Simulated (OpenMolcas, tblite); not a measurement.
# InCNF2 (SMILES N#[C][In]([F])[F]): methods side by side

InCNF2: 5 atoms, total charge 0, spin state singlet. SMILES: `N#[C][In]([F])[F]`. The shape is that of a PBE0-D4/def2-TZVP optimisation.

Quantity: the HOMO–LUMO gap, in eV. The values are calculated.

```
                            level            kind     program  value (eV)   CPU time
                        IPEA1-xTB  semi-empirical      tblite        5.42  under 2 s
    HF/def2-SVPD (core potential)    Hartree–Fock  OpenMolcas       14.05       31 s
 SVWN5/def2-SVPD (core potential)             LDA  OpenMolcas        5.08       63 s
  BLYP/def2-SVPD (core potential)             GGA  OpenMolcas        5.12       81 s
revPBE/def2-SVPD (core potential)             GGA  OpenMolcas        5.26       80 s
 M06-L/def2-SVPD (core potential)        meta-GGA  OpenMolcas        5.91       85 s
r2SCAN/def2-SVPD (core potential)        meta-GGA  OpenMolcas        5.91       90 s
  PBE0/def2-SVPD (core potential)   global hybrid  OpenMolcas        7.96       63 s
B2PLYP/def2-SVPD (core potential)   double hybrid  OpenMolcas       10.27       50 s
```

The values span 5.08 to 14.05 eV. Orbital gaps aren't excitation energies, and those of double hybrids come from the SCF part alone; they tend to grow with the share of exact exchange. Times are those of the runs behind each value, whatever else they computed, on shared processors of several kinds: orders of magnitude only.
